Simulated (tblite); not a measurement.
Input of a run (GFN2-xTB geometry optimisation, gas phase (tblite 0.8.0)), started from a force field or distance geometry:
```
{"job": {"kind": "relax", "xc": "GFN2-xTB", "basis": "xTB"}, "charge": 0, "multiplicity": 1}
C     -3.019400    -1.175000    -0.404600
C     -2.730100     0.182700     0.219600
Si    -1.285100     0.980200    -0.645800
Cl    -0.911600     2.922200     0.064100
S      0.421300    -0.286400    -0.543400
C      1.362200     0.003400     0.976600
S      2.840500     0.992100     0.557300
C      4.276500    -0.048800     0.200200
H     -3.826700    -1.661800     0.188700
H     -2.098700    -1.757300    -0.392300
H     -3.401600    -0.949000    -1.428800
H     -3.625500     0.824600     0.089200
H     -2.548900     0.082600     1.335800
H     -1.642600     1.113000    -2.081100
H      1.751000    -0.942600     1.412300
H      0.743900     0.486700     1.761600
H      4.977100     0.536200    -0.420400
H      3.940900    -0.952800    -0.353300
H      4.766900    -0.340800     1.136700
```

Output (eV, eV/Å):
```
step      E/eV     max force
  0    -734.04410    1.806
  1    -734.24287    0.916
  2    -734.33624    0.607
  3    -734.37581    0.537
  4    -734.41108    0.542
  5    -734.43327    0.383
  6    -734.45437    0.375
  7    -734.46998    0.325
  8    -734.48184    0.269
  9    -734.49162    0.256
 10    -734.50098    0.249
 11    -734.50953    0.224
 12    -734.51826    0.323
 13    -734.52808    0.362
 14    -734.53865    0.282
 15    -734.54822    0.249
 16    -734.55594    0.264
 17    -734.56251    0.202
 18    -734.56856    0.199
 19    -734.57470    0.225
 20    -734.58094    0.206
 21    -734.58676    0.227
 22    -734.59181    0.197
 23    -734.59570    0.138
 24    -734.59844    0.144
 25    -734.60101    0.190
 26    -734.60387    0.193
 27    -734.60650    0.154
 28    -734.60851    0.112
 29    -734.60992    0.093
 30    -734.61107    0.087
 31    -734.61229    0.096
 32    -734.61368    0.115
 33    -734.61518    0.094
 34    -734.61675    0.121
 35    -734.61834    0.125
 36    -734.61998    0.115
 37    -734.62172    0.103
 38    -734.62334    0.089
 39    -734.62458    0.078
 40    -734.62558    0.075
 41    -734.62664    0.097
 42    -734.62792    0.127
 43    -734.62929    0.113
 44    -734.63038    0.057
 45    -734.63113    0.054
 46    -734.63184    0.060
 47    -734.63283    0.095
 48    -734.63427    0.127
 49    -734.63610    0.130
 50    -734.63806    0.123
 51    -734.64017    0.126
 52    -734.64262    0.147
 53    -734.64533    0.161
 54    -734.64775    0.154
 55    -734.64938    0.090
 56    -734.65022    0.084
 57    -734.65122    0.148
 58    -734.65233    0.114
 59    -734.65452    0.057
 60    -734.65511    0.049
 61    -734.65552    0.030
 62    -734.65570    0.029
 63    -734.65595    0.031
 64    -734.65616    0.034
 65    -734.65636    0.040
 66    -734.65656    0.033
 67    -734.65682    0.043
 68    -734.65712    0.043
 69    -734.65740    0.037
 70    -734.65764    0.035
 71    -734.65785    0.031
 72    -734.65808    0.041
 73    -734.65831    0.031
 74    -734.65852    0.030
 75    -734.65869    0.026
 76    -734.65884    0.037
 77    -734.65902    0.044
 78    -734.65922    0.036
 79    -734.65941    0.028
 80    -734.65957    0.026
 81    -734.65971    0.027
 82    -734.65988    0.036
 83    -734.66013    0.041
 84    -734.66048    0.052
 85    -734.66086    0.051
 86    -734.66117    0.040
 87    -734.66141    0.039
 88    -734.66164    0.034
 89    -734.66188    0.037
 90    -734.66209    0.038
 91    -734.66224    0.031
 92    -734.66237    0.028
 93    -734.66255    0.047
 94    -734.66285    0.063
 95    -734.66335    0.066
 96    -734.66407    0.071
 97    -734.66507    0.076
 98    -734.66646    0.092
 99    -734.66830    0.132
100    -734.67003    0.117
101    -734.67035    0.149
102    -734.66988    0.121
103    -734.67201    0.049
104    -734.67235    0.042
105    -734.67304    0.085
106    -734.67352    0.057
107    -734.67406    0.049
108    -734.67475    0.046
109    -734.67527    0.039
110    -734.67563    0.033
111    -734.67591    0.034
112    -734.67613    0.042
113    -734.67641    0.039
114    -734.67677    0.039
115    -734.67713    0.035
116    -734.67741    0.045
117    -734.67776    0.049
118    -734.67811    0.044
119    -734.67846    0.033
120    -734.67872    0.039
121    -734.67897    0.047
122    -734.67925    0.035
123    -734.67995    0.049
124    -734.68040    0.065
125    -734.68118    0.078
126    -734.68196    0.068
127    -734.68284    0.061
128    -734.68347    0.096
129    -734.68463    0.121
130    -734.68623    0.112
131    -734.68808    0.106
132    -734.68923    0.143
133    -734.69115    0.185
134    -734.69425    0.208
135    -734.69522    0.286
136    -734.69793    0.315
137    -734.70305    0.170
138    -734.70623    0.174
139    -734.70996    0.197
140    -734.71469    0.155
141    -734.71849    0.123
142    -734.72027    0.105
143    -734.72194    0.071
144    -734.72344    0.071
145    -734.72438    0.066
146    -734.72505    0.049
147    -734.72545    0.035
148    -734.72572    0.030
149    -734.72610    0.039
150    -734.72643    0.040
151    -734.72676    0.043
152    -734.72714    0.037
153    -734.72769    0.050
154    -734.72847    0.067
155    -734.72948    0.077
156    -734.73064    0.070
157    -734.73188    0.070
158    -734.73314    0.078
159    -734.73437    0.093
160    -734.73535    0.099
161    -734.73635    0.073
162    -734.73717    0.064
163    -734.73804    0.073
164    -734.73913    0.080
165    -734.74044    0.098
166    -734.74192    0.102
167    -734.74353    0.115
168    -734.74510    0.096
169    -734.74651    0.098
170    -734.74787    0.064
171    -734.74915    0.055
172    -734.75021    0.074
173    -734.75118    0.091
174    -734.75205    0.117
175    -734.75294    0.092
176    -734.75372    0.077
177    -734.75459    0.052
178    -734.75525    0.059
179    -734.75565    0.067
180    -734.75609    0.068
181    -734.75672    0.054
182    -734.75746    0.066
183    -734.75779    0.056
184    -734.75809    0.049
185    -734.75846    0.044
186    -734.75893    0.041
187    -734.75927    0.049
188    -734.75962    0.038
189    -734.75995    0.033
190    -734.76027    0.040
191    -734.76057    0.046
192    -734.76079    0.039
193    -734.76095    0.020
194    -734.76103    0.021
195    -734.76111    0.016
196    -734.76115    0.012
197    -734.76118    0.010
198    -734.76120    0.008
```

Summarise the run.

The energy falls by 69.2 kJ/mol over 198 L-BFGS steps, the largest force on an atom goes from 1.81 to 0.008 eV/Å, and the atoms move by 1.123 Å rms after alignment. The bond that changes most is Si3–Cl4 (chlorine-bound silicon to silicon-bound chlorine), which shortens by 0.079 Å. Bonds longer at the end by more than 0.005 Å: 3 of 18; shorter: 12. Among the angles that change most is C6–S7–C8, from 112.1° to 98.5°. Among the dihedrals that turn most is Cl4–Si3–S5–C6, from 39° to -46°. The energy rose by more than 1e-5 eV at step 102. The first step brought 28 % of the lowering.

What are the final bond lengths?

C1–C2 1.525 Å, C2–Si3 1.896 Å, Si3–Cl4 2.022 Å, Si3–S5 2.160 Å, S5–C6 1.822 Å, C6–S7 1.810 Å, S7–C8 1.814 Å, C1–H9 1.088 Å, C1–H10 1.087 Å, C1–H11 1.087 Å, C2–H12 1.091 Å, C2–H13 1.092 Å, Si3–H14 1.458 Å, C6–H15 1.087 Å, C6–H16 1.087 Å, C8–H17 1.084 Å, C8–H18 1.087 Å, C8–H19 1.087 Å. Numbering counts from 1 in the input's order; the species is `CC[Si@@H](Cl)SCSC`.

Its GFN2-xTB frequencies are all real (lowest 23 cm⁻¹). One conformer, not necessarily the lowest.

All values are computed, not measured.
